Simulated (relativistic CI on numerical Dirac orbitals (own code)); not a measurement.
# Mo5+: L2,3 absorption edge

Computed with this model: Dirac-Coulomb-Breit CI, orbitals from a KLI potential per configuration, model QED, multiplet model of core-to-valence dipole absorption, unscaled Slater integrals; configurations [Kr] 4d → [He] 2s2 2p5 3s2 3p6 3d10 4s2 4p6 4d2; 80 K; Lorentzian 0.96 eV and Gaussian 0.5 eV FWHM. Energies are those of the free ion, without screening or charge transfer. The branching ratio is the share of the lower-energy edge in the whole absorption, uncertain by about 0.02 where the edges overlap. S is read from ⟨S²⟩ = S(S + 1).

Field parameters in Wybourne normalisation: D4h B²₀ = −7Ds, B⁴₀ = 21(Dq − Dt), B⁴₄ = 21√(5/14) Dq; Oh B⁴₀ = 21Dq, B⁴₄ = √(5/14) B⁴₀; Td as Oh with Dq negative (B⁴₀ = 21Dq, B⁴₄ = √(5/14) B⁴₀). The field is a parameter set, without covalency.

Case D4h, 10Dq = 34600, Ds = 2890, Dt = 480 cm⁻¹, the dichroism is that of the ground state at zero temperature, magnetised by exchange field 10 meV on Sz. The dichroism I(Δm = −1) − I(Δm = +1), over the sum of the three polarisations, integrates to 0.0361 on the lower edge and 0.0191 on the upper edge. The branching ratio is 0.699.

Q: Use the orbital sum rule with 9 holes to get ⟨Lz⟩.

A: For a p → d edge ⟨Lz⟩ = 2 × n_h × (sum of both integrals) in this sign convention = 0.99; the ground state itself has ⟨Lz⟩ = 1.00 and ⟨Sz⟩ = -0.50. The rule assumes one radial integral for both edges, which relativistic orbitals only approach.
